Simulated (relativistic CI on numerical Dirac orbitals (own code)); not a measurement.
Radial parameters of Sb V

Computed by Dirac-Coulomb-Breit CI, orbitals from a KLI potential per configuration, model QED (radiative potential, 1s self-energy scaled to tabulated hydrogen-like ionisation energies), valence Slater integrals scaled by 0.85, P86 correlation energy added to each configuration (own radial code, finite nucleus).

Slater integrals F^k, G^k are unscaled and averaged over j, outside the closed core [Kr]; ζ comes from projecting the Hamiltonian with its Breit term on Σ l·s of the shell.

- 4d¹⁰5p: ζ(5p) = 5609.6 cm⁻¹; <r>(5p) = 2.262, <r^2>(5p) = 5.733 (bohr units).
- 4d¹⁰5d: ζ(5d) = 430.38 cm⁻¹; <r>(5d) = 3.001, <r^2>(5d) = 10.08 (bohr units).
- 4d¹⁰5f: ζ(5f) = -33.229 cm⁻¹; <r>(5f) = 4.868, <r^2>(5f) = 29.47 (bohr units).

In this model ζ of a weakly bound d, f or g electron outside closed shells comes out too small, for d by up to a factor of two or three and at times with the wrong sign; that of an outer p electron is too small as well.

Averages of the first 10 configurations, taken without configuration mixing, which lowers the lowest level and can move excited configurations by several eV; other configurations of the list can lie among them:

```tsv
Configuration	Parity	States	Average energy above the lowest level (eV)
4d¹⁰5s	even	2	0.1
4d¹⁰5p	odd	6	10.8
4d¹⁰5d	even	10	24.6
4d¹⁰5f	odd	14	38.4
4d¹⁰5g	even	18	40.6
4d¹⁰6s	even	2	27.1
4d⁹5s²	even	10	29.9
4d¹⁰4f	odd	14	30.2
4d¹⁰6p	odd	6	31.0
4d⁹5s4f	odd	280	60.3
```
